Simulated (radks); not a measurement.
Q: Cr10+, configuration [Ne] 3s2 3p2. Calculated with a radial shooting solver on a logarithmic mesh with Libxc functionals: Dirac Kohn-Sham, PBE, spin-unpolarised, spherical densities, finite nucleus; open shells fill j = l - 1/2 first; Fermi nuclear charge, rms radius 3.6452 fm. Some entries of the table are withheld. Estimate them.

| orbital | occ. | eigenvalue (hartree) | <r^2> (bohr^2) | <r> (bohr) |
|---|---|---|---|---|
| 1s1/2 | 2 | (1) | 0.005430 | 0.06354 |
| 2s1/2 | 2 | -33.75621 | 0.09991 | 0.2909 |
| 2p1/2 | 2 | -30.11361 | 0.08036 | (2) |
| 2p3/2 | 4 | -29.79108 | 0.08198 | (3) |
| 3s1/2 | 2 | -10.45355 | 0.7063 | 0.7881 |
| 3p1/2 | 2 | -9.36233 | 0.7191 | 0.7901 |
| 3p3/2 | 0 | -9.30490 | 0.7276 | 0.7949 |

A: 
(1) 1s1/2 eigenvalue (hartree): -225.6324
(2) 2p1/2 <r> (bohr): 0.2557
(3) 2p3/2 <r> (bohr): 0.2585
